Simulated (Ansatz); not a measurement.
Total energies of GeH$_{5}$ISSi (`S[SiH2][GeH2][I]`).

Z-matrix (Å, degrees):
```
Si
Ge 1 2.381
S 1 2.130 2 108.6
H 1 1.486 2 108.2 3 -123.2
H 1 1.485 2 111.2 3 116.3
I 2 2.535 1 103.9 3 53.7
H 2 1.537 1 115.6 3 169.4
H 2 1.536 1 114.1 3 -61.4
H 3 1.348 1 93.5 2 -48.5
```

Total charge 0; spin multiplicity 1. Correlated methods include outer-core shells of Ge, I, which these sets cover unevenly. Scalar relativity is left out up to krypton. I takes the def2 core potential. The geometry is a stationary point of PBE0-D4/def2-TZVP. It is one conformer, not always the lowest. Basis def2-TZVPP, Ansatz 0.2.0.

RPA on PBE orbitals: Hartree–Fock energy of these orbitals -3061.43207 Eh, correlation -1.57778 Eh (frozen core).

| functional | energy without D4 (Eh) | D4 term (kJ/mol) |
| --- | --- | --- |
| revPBE | -3065.24234 | -66.7 |
| BLYP | -3065.47652 | -60.8 |
| r2SCAN | -3065.55161 | -6.7 |
| B97M-V | -3064.92098 | – |
| B3LYP | -3065.67930 | -48.0 |
| BHLYP | -3065.42404 | -45.2 |
| CAM-B3LYP | -3065.63115 | -27.0 |
| LC-ωPBE | -3065.05662 | – |
| ωB97X-V | -3065.19078 | – |
| ωB97M-V | -3065.30755 | – |

(1) Give the same for LDA (SPW92), PBE, PBE0, r2SCANh, r2SCAN0, HSE06 (plane-wave form), B2PLYP, PBE-QIDH. (An estimate is asked.)

B3LYP takes the VWN-RPA correlation (the form of Gaussian; ORCA's B3LYP/G). HSE06 is the plane-wave form, built on full-range PBE exchange. The double hybrids freeze the cores in their second-order part.

Answers

(1) Ansatz gave: 
```csv
functional,energy without D4 (Eh),D4 term (kJ/mol)
LDA (SPW92),-3059.35514,–
PBE,-3064.83991,-29.2
PBE0,-3064.98728,-25.4
r2SCANh,-3065.53076,-7.5
r2SCAN0,-3065.50098,-8.4
HSE06 (plane-wave form),-3064.97188,-24.4
B2PLYP,-3064.70758,–
PBE-QIDH,-3064.33799,–
```

LC-ωPBE has ω = 0.4 bohr⁻¹.
